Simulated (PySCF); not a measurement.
**`C=Cc1pc(C)cs1` in a uniform electric field**

C6H7PS.
Cartesian coordinates in Å at the GFN2-xTB level; atoms count from 1:
```
atom  x, y, z in Å
C1    -3.4224   -0.3599    0.2412
C2    -2.4236    0.4756   -0.0369
C3    -1.0249    0.1575    0.0397
P4     0.2114    1.3000   -0.3363
C5     1.5343    0.1569   -0.0004
C6     2.9656    0.5700   -0.1525
C7     1.1653   -1.0850    0.3927
S8    -0.5100   -1.4295    0.5262
H9    -3.2384   -1.3746    0.5549
H10   -4.4508   -0.0553    0.1631
H11   -2.6334    1.4914   -0.3508
H12    3.1854    1.4124    0.5023
H13    3.6347   -0.2512    0.0947
H14    3.1598    0.8859   -1.1770
H15    1.8428   -1.8863    0.6323
```

Level: PBE0/def2-SVPD (PySCF); nuclei fixed, core orbitals frozen in the response. Permanent dipole (0.849, -0.771, 0.227) D (1 au = 2.5417 D). Static polarisability (au):

```
x   169.51  13.48  -5.81
y    13.48 115.96 -14.44
z    -5.81 -14.44  74.97
```

Only the terms in μ and α are kept: μ(F) = μ + αF and ΔE = −μ·F − ½ F·αF.

Q: Apply 0.002 au along ±x, ±y and ±z in turn. Tabulate induced and total dipoles and both energy terms.

A: 
| field along | induced x (D) | induced y (D) | induced z (D) | total size (D) | −μ·F (kJ/mol) | −½F·αF (kJ/mol) |
| --- | --- | --- | --- | --- | --- | --- |
| +x | 0.862 | 0.069 | -0.030 | 1.860 | -1.754 | -0.890 |
| −x | -0.862 | -0.069 | 0.030 | 0.878 | +1.754 | -0.890 |
| +y | 0.069 | 0.589 | -0.073 | 0.948 | +1.593 | -0.609 |
| −y | -0.069 | -0.589 | 0.073 | 1.597 | -1.593 | -0.609 |
| +z | -0.030 | -0.073 | 0.381 | 1.325 | -0.469 | -0.394 |
| −z | 0.030 | 0.073 | -0.381 | 1.132 | +0.469 | -0.394 |

Q: For the field (-0.0006, -0.0014, 0.0004) au, what is the induced dipole, and what angle does it make with the field?

A: αF = (-0.312, -0.448, 0.136) D, at 11.3° to the field. The polarisability along this direction, F·αF/F², is 137.87 au, against a mean of 120.15 au.

Q: Which field along μ doubles the dipole in that direction (linear response)?

A: The polarisability along the dipole is 131.80 au, so F = 0.4600 au / 131.80 au = 0.0035 au = 0.18 V/Å; higher-order terms are ignored.

Q: What field makes μF equal to kT at 200 K?

A: kT = 0.6334 × 10⁻³ Eh, so F = 0.00138 au = 7.08 MV/cm.

Q: Induction energy −ᾱe²/2R⁴ of a unit charge at 7 Å, the molecule taken as a point?

A: R = 13.23 bohr, so the energy is −120.1/(2 × 13.23⁴) Eh = -5.15 kJ/mol. The charge–dipole term at its most favourable orientation, −μe/R², is -6.9 kJ/mol.

One conformer (not necessarily the lowest) at the GFN2-xTB geometry, without solvent, vibrations or thermal averaging.
